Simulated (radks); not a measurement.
Results of a calculation; reference values are marked as such.
Question: The molybdenum ion Mo+, 41 electrons, occupied as [Kr] 4d5. Level of theory: scalar-relativistic Kohn-Sham, exchange-only PBE, spin-polarised, spherical densities, finite nucleus; open shells are filled with parallel spins first (spin-orbit coupling, left out, can overturn this in heavy ions); Fermi nuclear charge, rms radius 4.4091 fm (a radial shooting solver on a logarithmic mesh with Libxc functionals). Some entries of the table are withheld. Estimate them.

orbital  occ.  eigenvalue (eV)  <r> (bohr)  <r^2> (bohr^2)
1s down     1        -19828.56     0.03517        0.001669
1s up       1        -19828.53     0.03517        0.001669
2s up       1        -2805.110      0.1537         0.02785
2s down     1        -2804.620      0.1537         0.02785
2p up       3        -2508.383      0.1340         0.02192
2p down     3        -2508.023      0.1339         0.02192
3s up       1        -481.6116      0.4290          0.2109
3s down     1        -481.3506      0.4290          0.2108
3p up       3        -384.4241      0.4307          0.2160
3p down     3        -384.1284      0.4307          0.2159
3d up       5        -226.3119      0.4155          0.2077
3d down     5        -225.8465      0.4153          0.2074
4s up       1         -71.0593       1.113             (1)
4s down     1         -67.9747       1.102             (2)
4p up       3         -45.3883       1.245           1.780
4p down     3         -41.9182       1.232           1.745
4d up       5         -10.8116       1.900           4.419
4d down     0          -7.0062       1.985           4.951

Answer: 
(1) 4s up <r^2> (bohr^2): 1.404
(2) 4s down <r^2> (bohr^2): 1.378
